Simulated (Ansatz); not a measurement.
C5H13Al (`CC(C)(C)[CH2][AlH2]`) at its PBE0-D4/def2-TZVP geometry, where that method's forces vanish. Charge 0, multiplicity 1.

| atom | x (Å) | y (Å) | z (Å) |
| --- | --- | --- | --- |
| C1 | 0.0555 | -1.4888 | -0.4919 |
| C2 | 0.3280 | -0.0010 | -0.2852 |
| C3 | 1.7872 | 0.2921 | -0.6314 |
| C4 | -0.5765 | 0.8114 | -1.2087 |
| C5 | 0.0518 | 0.3791 | 1.1756 |
| Al6 | -1.7476 | 0.1250 | 1.9102 |
| H7 | 0.6832 | -2.0964 | 0.1668 |
| H8 | 0.2662 | -1.7883 | -1.5225 |
| H9 | -0.9915 | -1.7328 | -0.2855 |
| H10 | 2.0141 | 1.3534 | -0.4967 |
| H11 | 2.0102 | 0.0292 | -1.6700 |
| H12 | 2.4625 | -0.2782 | 0.0126 |
| H13 | -0.4125 | 1.8844 | -1.0719 |
| H14 | -1.6332 | 0.6002 | -1.0152 |
| H15 | -0.3815 | 0.5758 | -2.2588 |
| H16 | 0.7411 | -0.1675 | 1.8374 |
| H17 | 0.3100 | 1.4367 | 1.3387 |
| H18 | -2.9546 | -0.4971 | 1.0793 |
| H19 | -2.0123 | 0.5628 | 3.4172 |

Question: For each bond, give half the difference of the two atoms' forces along it (eV/Å; positive pushes the atoms apart) under PBE-D4, r2SCAN-D4, B3LYP-D4, ωB97M-V in def2-TZVPP. (An estimate is asked.)

Answer: Ansatz gave: 
```
   bond  length (Å)  PBE-D4  r2SCAN-D4  B3LYP-D4  ωB97M-V
  C1–C2       1.527    0.02       0.08      0.13     0.09
  C1–H8       1.094    0.10      -0.03     -0.08    -0.06
  C1–H9       1.095    0.10      -0.03     -0.09    -0.06
  C2–C3       1.528    0.03       0.07      0.12     0.08
  C2–C4       1.527    0.02       0.08      0.13     0.09
  C2–C5       1.535    0.03       0.09      0.12     0.09
 C3–H10       1.094    0.10      -0.03     -0.07    -0.06
 C3–H11       1.094    0.10      -0.04     -0.07    -0.07
 C3–H12       1.094    0.10      -0.03     -0.07    -0.06
 C4–H14       1.095    0.10      -0.03     -0.09    -0.06
 C4–H15       1.094    0.10      -0.03     -0.08    -0.06
 C5–Al6       1.960   -0.03      -0.04      0.05     0.03
Al6–H18       1.592    0.05      -0.03     -0.09    -0.11
Al6–H19       1.591    0.05      -0.04     -0.10    -0.12
```

B3LYP here is the variant with VWN-RPA as its local correlation; programs differ in this.
